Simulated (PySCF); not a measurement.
## From computed data to an observable: dipole moment from atomic charges

B(H)2(vinyl) (C2H5B), SMILES C(=C)B. Atoms are numbered in the order given.

```xyz
8

B     -0.2060    -1.3471     0.0000
H     -1.3991    -1.3933     0.0000
H      0.4169    -2.3638     0.0000
C      0.4841     0.0240     0.0000
C     -0.2293     1.1597     0.0000
H      1.5681     0.1114     0.0000
H      0.2286     2.1440     0.0000
H     -1.3138     1.1344     0.0000
```

The structure is a stationary point at B3LYP-D3(BJ)/def2-TZVP.

Charges (e) from B3LYP/def2-TZVPD (PySCF):

```csv
atom,IAO,ESP fit
B1,0.028,0.250
H2,-0.003,-0.108
H3,0.002,-0.119
C4,-0.272,-0.134
C5,-0.205,-0.313
H6,0.145,0.097
H7,0.152,0.165
H8,0.153,0.161
```

The dipole moment of the full density is 1.33 D.

Problem. What dipole moment does each set of point charges give, and which comes closer to that of the density?

Solution. 
μ = Σ q r, and 1 e Å = 4.8032 D.
IAO: Σ q r = (-0.024, 0.233, 0.000) e Å, |μ| = 1.13 D.
ESP fit: Σ q r = (0.035, 0.276, 0.000) e Å, |μ| = 1.34 D.
ESP fit comes closer in size. Point charges leave out the atoms' own dipoles (lone pairs, polarised bonds); fits to the potential absorb them, partitions of the density don't.
